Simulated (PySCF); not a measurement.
**Ruthenium: a sound run and one with changed settings**

Sound run: Ru⁺ [Kr] 4d7, Ru²⁺ [Kr] 4d6. All numbers are calculated (PySCF 2.14, the spin-free X2C one-electron Hamiltonian (Gaussian nucleus), in x2c-SVPall (6s5p5d1f, 53 functions)). In the sound run the correlated levels freeze [Kr]. The sound run starts from symmetry-adapted Hartree-Fock orbitals and uses a fine grid where one is needed.

Changed run: basis STO-3G, all-electron and non-relativistic. This setting is unsound on purpose.

| species | method | sound run (hartree) | changed run (hartree) | converged |
| --- | --- | --- | --- | --- |
| Ru⁺ | UHF | -4527.33776 | -4397.40597 | yes |
| Ru⁺ | BP86 | -4530.16091 | -4399.42507 | yes |
| Ru⁺ | MN15 | -4532.49479 | -4395.80168 | yes |
| Ru⁺ | MP2 | -4527.45615 | -4397.40674 | yes |
| Ru²⁺ | UHF | -4526.78856 | -4397.12198 | yes |
| Ru²⁺ | BP86 | -4529.52630 | -4399.07905 | yes |
| Ru²⁺ | MN15 | -4531.87780 | -4395.47339 | yes |
| Ru²⁺ | MP2 | -4526.86843 | -4397.12228 | yes |

Ionisation energy of Ru⁺:

```
 method  sound run (eV)  changed run (eV)
    UHF          14.945             7.728
   BP86          17.269             9.416
   MN15          16.789             8.933
    MP2          15.993             7.741
SCS-MP2          16.107             7.742
```

A minimal basis cannot let orbitals breathe on ionisation and holds almost no correlation. The Hamiltonian changed with the basis, so the totals do not compare.

For comparison, NIST gives 16.76 ± 0.06 eV between the lowest levels.
